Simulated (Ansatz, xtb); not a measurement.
**Isomers of C2H9AlN2**

2 of its isomers, all singlets with charge 0: A = `C[N](C)[AlH][NH2]`; B = `C[CH2][Al]([NH2])[NH2]`.

Shapes, held fixed at every level: PBE0-D4/def2-TZVP. Flexible molecules stand in one conformer, not always the lowest. Programs: Ansatz 0.2.0, xtb 6.7.1.

A:

```xyz
14

C    -0.2089    1.0327   -1.0539
N    -0.3358   -0.1741   -0.2791
C    -1.3351   -1.0659   -0.8112
Al    0.6114   -0.5534    1.1734
N     1.8183    0.5895    1.7818
H     0.5557    1.6914   -0.6346
H    -1.1515    1.5995   -1.0850
H     0.0742    0.8207   -2.0958
H    -1.4071   -1.9731   -0.2054
H    -1.1017   -1.3717   -1.8421
H    -2.3311   -0.5986   -0.8306
H     0.3660   -1.9249    1.9187
H     2.0548    1.4867    1.3926
H     2.3778    0.4118    2.5999
```

B:

```xyz
14

C    -1.2344    1.4945    0.7355
C     0.2233    1.1395    0.4372
Al    0.5044   -0.6483   -0.3112
N    -0.8830   -1.7168   -0.5943
N     2.1301   -1.2299   -0.7179
H    -1.8524    1.4541   -0.1663
H    -1.3406    2.5012    1.1517
H    -1.6791    0.8018    1.4560
H     0.6532    1.8755   -0.2538
H     0.8244    1.2308    1.3507
H    -0.8511   -2.6487   -0.9728
H    -1.8352   -1.4616   -0.3910
H     2.3573   -2.1308   -1.1047
H     2.9702   -0.6905   -0.5903
```

Electronic energies in kJ/mol, without zero-point or thermal terms.

```tsv
level	kind	B − A
GFN2-xTB	semi-empirical	+44.5
HF/def2-TZVPP	Hartree–Fock	-88.4
BHLYP-D4/def2-TZVPP	global hybrid	-91.2
r2SCAN0-D4/def2-TZVPP	global hybrid	-97.3
wB97M-V/def2-TZVPP	range-separated hybrid	-96.2
wB97X-V/def2-TZVPP	range-separated hybrid	-89.7
B2PLYP/def2-TZVPP	double hybrid	-93.9
CCSD/def2-TZVPP	coupled cluster or CI	-93.7
CCSD(T)/CBS estimate	coupled cluster or CI	-98.6
```

The highest level, CCSD(T)/CBS estimate, puts B lowest of these. GFN2-xTB puts A lowest. The B − A difference spans -98.6 to +44.5 kJ/mol over the levels. The CBS estimate extrapolates MP2 from def2-TZVPP and def2-QZVPP and adds CCSD(T) − MP2 in the triple-zeta set, cores frozen. GFN2-xTB strays far from the other rows.
